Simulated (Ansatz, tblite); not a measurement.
Spin states of ZrS3⁻, each relaxed with PBE0-D4/def2-SVPD in Ansatz. Electronic energies in the gas phase.

In the def2 sets Zr takes a core potential; there is no spin–orbit coupling. The xTB rows come from tblite. B3LYP takes the VWN-RPA correlation. HSE06 is defined as in plane-wave codes, on full-range PBE exchange. Correlated methods freeze 15 core orbitals; core or outer-core shells of Zr are correlated, in sets that lack core-valence functions. The rows differ in basis, and correlated rows in double-zeta sets carry the largest basis error. In CCSD on the charge -1 doublet the largest single amplitude is 0.42, so its Hartree–Fock determinant may place the open shell otherwise than the density functionals do. The structure comes from a short search, and lower isomers may exist.

Doublet geometry (C3v within 0.1 Å):

Cartesian coordinates in Å:
```
Zr 0.2076 0.2087 0.0502
S -0.1987 -0.4768 2.2370
S -1.4266 1.5092 -0.9770
S 1.4177 -1.2411 -1.3102
```

Quartet geometry (C2v within 0.1 Å):

```xyz
4

Zr   -0.0847   -0.0750   -0.0212
S    -2.0020   -1.6924   -0.4712
S    -0.1185    2.0558    0.9327
S     2.2051   -0.2884   -0.4403
```

Run but left out: HF/STO-3G (doublet: ⟨S²⟩ 1.14, where a pure state has 0.75); HF/def2-SVPD, HF/def2-TZVPD, MP2/def2-SVPD, MP2/def2-TZVPD (doublet: a determinant that CCSD turns far, T1 0.061).

Only these spin states were relaxed.

```
                  level  quartet − doublet (kJ/mol)  lowest of these                    remarks
               GFN2-xTB                       156.5          doublet                          –
      PBE-D4/def2-TZVPD                       202.2          doublet  HOMO above zero (quartet)
   r2SCAN-D4/def2-TZVPD                       189.9          doublet                          –
      B97M-V/def2-TZVPD                       199.4          doublet  HOMO above zero (quartet)
    HSE06-D4/def2-TZVPD                       186.7          doublet                          –
CAM-B3LYP-D4/def2-TZVPD                       169.7          doublet                          –
     RPA@PBE/def2-TZVPD                       181.3          doublet                          –
```

Task: Estimate the rows for GFN1-xTB, B3LYP-D4/def2-TZVPD, PBE0-D4/def2-TZVPD, B2PLYP/def2-TZVPD, CCSD/def2-SVPD, CCSD(T)/def2-SVPD.

Result: 
| level | quartet − doublet (kJ/mol) | lowest of these | remarks |
| --- | --- | --- | --- |
| GFN1-xTB | 237.8 | doublet | – |
| B3LYP-D4/def2-TZVPD | 185.4 | doublet | – |
| PBE0-D4/def2-TZVPD | 185.4 | doublet | – |
| B2PLYP/def2-TZVPD | 197.1 | doublet | – |
| CCSD/def2-SVPD | 159.4 | doublet | large T1 (0.052) (quartet), large T1 (0.061) (doublet) |
| CCSD(T)/def2-SVPD | 181.3 | doublet | large T1 (0.052) (quartet), large T1 (0.061) (doublet) |

The xTB methods have no spin-polarisation term.

Task: How do the metal–ligand distances follow the spin state?

Result: 
| state | donor atoms | mean metal–ligand distance (Å) | range (Å) | Mulliken spin on the metal (PBE0) |
| --- | --- | --- | --- | --- |
| doublet | 3 | 2.327 | 2.33–2.33 | -0.29 |
| quartet | 3 | 2.407 | 2.33–2.55 | 1.01 |

⟨S²⟩ at PBE0-D4/def2-TZVPD: doublet 0.78 (pure 0.75), quartet 3.77 (pure 3.75).
